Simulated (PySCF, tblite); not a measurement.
Species: C4H6OS2Si.
Geometry (GFN2-xTB, Å), atoms numbered from 1 in this order:
```xyz
14
C4H6OS2Si angstrom
C     -2.930    0.233   -0.121
C     -1.760   -0.355   -0.313
Si    -0.125    0.414    0.184
O     -0.471    1.852    0.845
S      1.043   -0.847    1.499
C      2.390   -1.076    0.409
C      2.484   -0.503   -0.786
S      1.278    0.569   -1.456
H     -2.997    1.202    0.341
H     -3.859   -0.228   -0.416
H     -1.730   -1.331   -0.782
H      0.190    2.454    1.185
H      3.155   -1.726    0.796
H      3.331   -0.659   -1.432
```

Method used: wB97X-D/def2-SVPD in PySCF (dipole) on a GFN2-xTB geometry, gas phase.

Masses are those of the commonest isotopes; rigid-rotor values at the optimised geometry. The values belong to one conformer with, in the numbering `[CH2:1]=[CH:2][Si:3]1([OH:4])[S:5][CH:6]=[CH:7][S:8]1`, C1–C2–Si3–O4 0°, C2–Si3–O4–H 180°.

(1) What are A, B and C (MHz)?

(2) Classify the top.

(3) What does the inertial defect say?

(4) Predict some low-J microwave lines.

Answers

(1) Ia = 269.39, Ib = 502.22, Ic = 605.24 u·Å²; 505379 MHz·u·Å²/I gives A = 1876, B = 1006, C = 835.0 MHz.

(2) An asymmetric top: κ = (2 × 1006 − 1876 − 835.0)/(1876 − 835.0) = -0.67.

(3) Not planar: Δ = Ic − Ia − Ib = -166.38 u·Å². For a rigid frame Δ = −2 Σ m c², so Σ m c² = 83.19 u·Å² lies off the ab plane: 13.79 from hydrogen and 69.40 from heavier atoms. The atom farthest from that plane is 2.50 Å away.

(4) The dipole components are |μa| = 0.08 D, |μb| = 0.00 D, |μc| = 0.27 D; the mirror of this Cs structure is the ac plane, so μb vanishes by symmetry and there are no b-type lines. Intensities carry the squares of the components, which stand as 0.08 : 1.00 (a : c). Some lines, for components of 0.1 D or more:

```csv
type,branch,"J(Ka,Kc)",MHz,lower level (cm⁻¹)
c,Q,"3(1,3) ← 3(0,3)",540,0.365
c,Q,"2(1,2) ← 2(0,2)",721,0.183
c,Q,"1(1,1) ← 1(0,1)",870,0.061
c,Q,"3(2,2) ← 3(1,2)",2368,0.417
c,Q,"2(2,1) ← 2(1,1)",2609,0.225
c,R,"1(1,0) ← 0(0,0)",2882,0.000
c,Q,"3(3,1) ← 3(2,1)",4678,0.500
c,R,"2(1,1) ← 1(0,1)",4895,0.061
c,R,"2(2,0) ← 1(1,0)",6486,0.096
c,R,"2(2,1) ← 1(1,1)",6634,0.090
c,R,"3(1,2) ← 2(0,2)",7001,0.183
c,R,"3(2,1) ← 2(1,1)",8245,0.225
c,R,"3(2,2) ← 2(1,2)",8647,0.208
c,R,"3(3,0) ← 2(2,0)",10293,0.312
c,R,"3(3,1) ← 2(2,1)",10314,0.312
```

Its GFN2-xTB frequencies are all real (lowest 43 cm⁻¹). Zero-point vibration and centrifugal distortion are left out.
